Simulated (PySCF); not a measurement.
Cartesian coordinates in Å; atom numbers follow the order of the lines, from 1:
```xyz
21

C    -2.680   -0.917   -0.807
C    -1.370   -1.021   -0.998
C    -0.321   -0.299   -0.295
C    -0.357    0.984    0.210
C    -1.552    1.873    0.061
C     0.784    1.510    0.866
C     1.937    0.794    0.998
C     1.982   -0.495    0.448
C     2.899   -1.538    0.313
N     2.307   -2.533   -0.342
N     1.091   -2.216   -0.632
N     0.856   -0.990   -0.176
H    -3.118   -0.271   -0.067
H    -3.366   -1.519   -1.378
H    -0.984   -1.751   -1.698
H    -1.238    2.915    0.041
H    -2.233    1.748    0.902
H    -2.091    1.649   -0.856
H     0.724    2.510    1.267
H     2.808    1.187    1.496
H     3.913   -1.602    0.648
```

PySCF 2.14.0 with density-fitted response routines calculation with GIAO PBE0/pcSseg-1 shieldings and geometry: GFN2-xTB; one computed conformer, no solvent model, equivalent nuclei averaged, non-relativistic.

Question: Predict the 2D correlation tables (HSQC, COSY, HMBC).

Answer: 

HSQC (one-bond C–H):
| δH | δC |
| --- | --- |
| 8.62 (H15) | 137.3 (C2) |
| 8.20 (H21) | 129.7 (C9) |
| 7.86 (H20) | 121.6 (C7) |
| 7.37 (H19) | 133.4 (C6) |
| 6.38 (H14) | 131.3 (C1) |
| 6.00 (H13) | 131.3 (C1) |
| 2.71 (H16/H17/H18) | 22.6 (C5) |

COSY cross peaks (H two or three bonds apart, from the bond graph; peaks can be absent where the dihedral angle is near 90°):
| δH | δH |
| --- | --- |
| 8.62 (H15) | 6.38 (H14) |
| 8.62 (H15) | 6.00 (H13) |
| 7.86 (H20) | 7.37 (H19) |
| 6.38 (H14) | 6.00 (H13) |

HMBC (two and three bonds, from the bond graph):
| δH | δC |
| --- | --- |
| 8.62 (H15) | 136.9 (C3), 131.3 (C1), 127.4 (C4) |
| 8.20 (H21) | 139.7 (C8), 121.6 (C7) |
| 7.86 (H20) | 139.7 (C8), 133.4 (C6), 129.7 (C9), 127.4 (C4) |
| 7.37 (H19) | 139.7 (C8), 136.9 (C3), 127.4 (C4), 121.6 (C7), 22.6 (C5) |
| 6.38 (H14) | 137.3 (C2), 136.9 (C3) |
| 6.00 (H13) | 137.3 (C2), 136.9 (C3) |
| 2.71 (H16/H17/H18) | 136.9 (C3), 133.4 (C6), 127.4 (C4) |

Shifts are taken against calculated references (same method and geometry level): 1H, 13C vs TMS.

Short H···H contacts in this conformer between protons four or more bonds apart (candidates for NOE cross peaks, intensity ∝ r⁻⁶): H13···H18 2.32 Å, H16···H19 2.35 Å.

Shifts are as computed. Against solution values, carbons near 30 ppm lie about +3 ppm off and those near 130 ppm about +5 ppm. Of 1211 compounds with measured shifts, 218 miss one by over three times the rms of a fit or turn the order of signals round; such compounds aren't used in these exercises.
